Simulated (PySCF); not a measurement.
**Electronic structure of K⁻ (potassium, charge -1) at the PBE0 level**

Configuration: [Ar] 4s2, closed-shell 1S. Calculation: PySCF 2.14, in def2-QZVPPD (11s6p4d3f, 70 functions); no relativity, point nucleus.

```json
{"Total energy": "-599.768 hartree", "One-electron energy": "-826.756 hartree", "Hartree (Coulomb) energy": "260.317 hartree", "Exchange-correlation energy": "-33.328 hartree", "Kinetic energy": "598.64864 hartree", "⟨S²⟩": "0.0000", "⟨L²⟩": "0.000", "Sum of ⟨r⟩": "26.73 bohr", "Sum of ⟨r²⟩": "110.5 bohr²", "Density at the nucleus (Gaussians lack the cusp)": "4510 bohr⁻³", "Langevin diamagnetic susceptibility": "-87.6 ×10⁻⁶ cm³/mol"}
```

```json
{"shell": "1s", "electrons": "2", "mean orbital energy (eV)": "-3533.8", "rms radius, mean of both spins (bohr)": "0.0945"}
{"shell": "2s", "electrons": "2", "mean orbital energy (eV)": "-357.86", "rms radius, mean of both spins (bohr)": "0.423"}
{"shell": "2p", "electrons": "6", "mean orbital energy (eV)": "-284.76", "rms radius, mean of both spins (bohr)": "0.390"}
{"shell": "3s", "electrons": "2", "mean orbital energy (eV)": "-34.440", "rms radius, mean of both spins (bohr)": "1.37"}
{"shell": "3p", "electrons": "6", "mean orbital energy (eV)": "-16.859", "rms radius, mean of both spins (bohr)": "1.56"}
{"shell": "4s", "electrons": "2", "mean orbital energy (eV)": "0.542", "rms radius, mean of both spins (bohr)": "6.74"}
```

At PBE0 the highest occupied level has a positive energy, so only the finite basis holds that electron; in a semilocal or global hybrid functional this comes from self-interaction and does not mean that the real anion is unbound.
